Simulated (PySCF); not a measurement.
Cl2H4N2Si. Atoms are numbered in the order given.

```xyz
9

N     -0.3322     1.3488     1.3564
Si     0.0000     0.0000     0.3678
N      0.3322    -1.3488     1.3564
Cl    -1.6527    -0.1570    -0.8894
Cl     1.6527     0.1570    -0.8894
H      0.3400     1.6318     2.0632
H     -0.8573     2.1346     0.9873
H     -0.3400    -1.6318     2.0632
H      0.8573    -2.1346     0.9873
```

Coordinates come from a B3LYP-D3(BJ)/def2-SVP optimisation. One conformer was computed; it need not be the lowest.

Calculation: PBE/pcSseg-1 in PySCF.

GIAO shieldings, no solvent; atoms alike by connectivity are averaged. δ = σ(ref) − σ: ¹⁵N against NH3 (σ = 267.0 ppm); ²⁹Si against TMS (σ = 335.4 ppm); ³⁵Cl against HCl (σ = 936.5 ppm); ¹H against TMS (σ = 31.49 ppm), references at their B3LYP-D3(BJ)/def2-TZVP geometries, non-relativistic (without spin–orbit terms, shifts of atoms bonded to Cl or Br come out too high).

| atoms | nucleus | count | δ (ppm) |
|---|---|---|---|
| N1, N3 | ¹⁵N | 2 | 52.5 |
| Si2 | ²⁹Si | 1 | … |
| Cl4, Cl5 | ³⁵Cl | 2 | … |
| H6, H7, H8, H9 | ¹H | 4 | 1.46 |

Task: What belongs in the gaps? (The exact figures need the calculation; the answer reports its results.)

Result: 
- Si2, δ (ppm): -12.9
- Cl4, Cl5, δ (ppm): 129.1
